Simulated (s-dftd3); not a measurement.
C₅H₄N (SMILES [c-]1ccncc1), charge -1, singlet, geometry from GFN2-xTB; s-dftd3 with D3(bj) for blyp.

The s-dftd3 input:
```
$ s-dftd3 mol.xyz --bj blyp --json dftd3.json --noedisp --grad

# file mol.xyz
10

N     -0.00257057     0.00016295     1.38395379
C      0.00286033    -0.00018132    -1.53995306
C      0.01440886     1.12439782     0.66353930
C     -0.01687418    -1.12424154     0.66374596
C     -0.01481043    -1.15986852    -0.71297161
C      0.01745938     1.15970060    -0.71318479
H      0.02606951     2.04296628     1.26508679
H     -0.03076978    -2.04266832     1.26546228
H     -0.02765064    -2.14691273    -1.19244289
H      0.03208109     2.14663188    -1.19283749
```

### Question
Predict the main parts of the log of this s-dftd3 run.

### Answer

```
-----------------------------------
 s i m p l e   D F T - D 3  v1.4.0
-----------------------------------

Rational (Becke-Johnson) damping: blyp-D3(BJ)
---------------------
  s6         1.0000
  s8         2.6996
  s9         0.0000
  a1         0.4298
  a2         4.2359
 alp        14.0000
--------------------

Dispersion energy:      -1.9589909734251E-02 Eh

Gradient norm:           9.3650230485776E-04 Eh/a0
--------------------------------------------------
     #    Z           dE/dx      dE/dy      dE/dz
--------------------------------------------------
     1    7 N    -7.449E-07  4.722E-08  4.011E-04
     2    6 C     8.258E-07 -5.235E-08 -4.446E-04
     3    6 C    -2.069E-06 -1.311E-04  1.316E-04
     4    6 C     1.580E-06  1.311E-04  1.315E-04
     5    6 C    -1.294E-06 -1.104E-04 -1.307E-04
     6    6 C     1.779E-06  1.104E-04 -1.307E-04
     7    1 H     3.140E-06  2.507E-04  1.870E-04
     8    1 H    -3.835E-06 -2.507E-04  1.870E-04
     9    1 H    -3.374E-06 -2.647E-04 -1.661E-04
    10    1 H     3.991E-06  2.647E-04 -1.661E-04
--------------------------------------------------

Virial:
--------------------------------------------------
      component           x          y          z
--------------------------------------------------
          x       7.922E-07  5.578E-05 -8.675E-06
          y       5.578E-05  4.010E-03  1.811E-07
          z      -8.675E-06  1.811E-07  4.668E-03
--------------------------------------------------

[Info] JSON dump of results written to 'dftd3.json'
```
